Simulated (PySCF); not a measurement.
C3H8O2Si.
Z-matrix (Å and degrees, GFN2-xTB geometry), rows numbered from 1:
```
C 
C   1  1.3214
O   2  1.3387  1  126.80
Si  3  1.6261  2  133.00  1    -3.70
C   4  1.9002  3  112.46  2   -65.66
O   4  1.6233  3   98.30  2   175.81
H   1  1.0733  2  120.81  3  -179.70
H   1  1.0750  2  121.54  3    -0.11
H   2  1.0848  1  121.66  3   179.81
H   4  1.4639  3  111.52  2    60.08
H   5  1.0861  4  111.80  3  -176.65
H   5  1.0877  4  110.76  3   -56.66
H   5  1.0856  4  112.00  3    62.98
H   6  0.9509  4  120.55  3   168.90
```

Computed with PBE0/def2-SVPD in PySCF (dipole) on a GFN2-xTB geometry, gas phase.

Take the most abundant isotopes and a rigid rotor. The values belong to one conformer with, in the numbering `[CH2:1]=[CH:2][O:3][Si@H:4]([CH3:5])[OH:6]`, C1–C2–O3–Si4 -4°, C2–O3–Si4–C5 -66°, O3–Si4–O6–H 169°.

(1) What are A, B and C (cm⁻¹)?

(2) What kind of rotor is it?

(3) What does the inertial defect say?

(4) Give the other two planar moments, Paa and Pbb, and the rms extents of the mass along the axes.

(5) List the rotational levels J(Ka,Kc) to J = 4 (cm⁻¹).

(6) Which lines would a microwave search look for?

(7) Estimate the classical rotational partition function at 25 K, 100 K and 200 K.

## Answers

(1) Ia = 102.55, Ib = 256.81, Ic = 325.47 u·Å²; 505379 MHz·u·Å²/I gives 4928, 1968 and 1553 MHz, that is A = 0.16438, B = 0.06564, C = 0.05179 cm⁻¹.

(2) An asymmetric top; Ray's κ = -0.754.

(3) Not planar: Δ = Ic − Ia − Ib = -33.89 u·Å². For a rigid frame Δ = −2 Σ m c², so Σ m c² = 16.94 u·Å² lies off the ab plane: 7.39 from hydrogen and 9.55 from heavier atoms. The atom farthest from that plane is 1.82 Å away.

(4) Paa = Σ m a² = (Ib + Ic − Ia)/2 = 239.86 and Pbb = Σ m b² = (Ia + Ic − Ib)/2 = 85.61 u·Å². With the mass M = 104.03 u, the rms extents √(P/M) along a, b and c are 1.52, 0.91, 0.40 Å.

(5) Above 0(0,0):
J = 1: 1(0,1) 0.1174, 1(1,1) 0.2162, 1(1,0) 0.2300
J = 2: 2(0,2) 0.3510, 2(1,2) 0.4372, 2(1,1) 0.4787, 2(2,1) 0.7750, 2(2,0) 0.7763
J = 3: 3(0,3) 0.6979, 3(1,3) 0.7679, 3(1,2) 0.8509, 3(2,2) 1.1273, 3(2,1) 1.1340, 3(3,1) 1.6564, 3(3,0) 1.6565
J = 4: 4(0,4) 1.1548, 4(1,4) 1.2075, 4(1,3) 1.3454, 4(2,3) 1.5960, 4(2,2) 1.6155, 4(3,2) 2.1286, 4(3,1) 2.1292, 4(4,1) 2.8660, 4(4,0) 2.8660
The levels of one J sum to (2J + 1)J(J + 1)(A + B + C)/3.

(6) The dipole components are |μa| = 1.03 D, |μb| = 1.71 D, |μc| = 0.25 D. Intensities carry the squares of the components, which stand as 0.36 : 1.00 : 0.02 (a : b : c). Some lines, for components of 0.1 D or more:

| type | branch | J(Ka,Kc) | MHz | lower level (cm⁻¹) |
| --- | --- | --- | --- | --- |
| a | Q | 1(1,0) ← 1(1,1) | 415 | 0.216 |
| a | Q | 2(1,1) ← 2(1,2) | 1246 | 0.437 |
| c | Q | 2(1,2) ← 2(0,2) | 2586 | 0.351 |
| c | Q | 1(1,1) ← 1(0,1) | 2960 | 0.117 |
| b | Q | 1(1,0) ← 1(0,1) | 3375 | 0.117 |
| a | R | 1(0,1) ← 0(0,0) | 3521 | 0.000 |
| b | Q | 2(1,1) ← 2(0,2) | 3831 | 0.351 |
| b | R | 2(0,2) ← 1(1,1) | 4041 | 0.216 |
| b | R | 1(1,1) ← 0(0,0) | 6481 | 0.000 |
| a | R | 2(1,2) ← 1(1,1) | 6626 | 0.216 |
| c | R | 1(1,0) ← 0(0,0) | 6896 | 0.000 |
| a | R | 2(0,2) ← 1(0,1) | 7001 | 0.117 |
| a | R | 2(1,1) ← 1(1,0) | 7457 | 0.230 |
| c | Q | 2(2,1) ← 2(1,1) | 8880 | 0.479 |
| b | Q | 2(2,0) ← 2(1,1) | 8921 | 0.479 |
| b | R | 2(1,2) ← 1(0,1) | 9586 | 0.117 |
| b | Q | 2(2,1) ← 2(1,2) | 10126 | 0.437 |
| c | R | 2(1,1) ← 1(0,1) | 10832 | 0.117 |
| b | R | 2(2,1) ← 1(1,0) | 16337 | 0.230 |
| c | R | 2(2,0) ← 1(1,0) | 16377 | 0.230 |
| c | R | 2(2,1) ← 1(1,1) | 16752 | 0.216 |
| b | R | 2(2,0) ← 1(1,1) | 16793 | 0.216 |

(7) Point group C1, symmetry number σ = 1; q = (√π/σ)·√((kT/h)³/(ABC)), k/h = 20836.6 MHz/K: 5430 at 25 K, 43400 at 100 K, 123000 at 200 K.

No GFN2-xTB frequencies stand behind this structure, so it isn't proved a minimum. No vibrational averaging or centrifugal distortion is included, and the geometry carries the error of its method. A rigid rotor knows nothing of internal rotation, which can split or shift real lines.
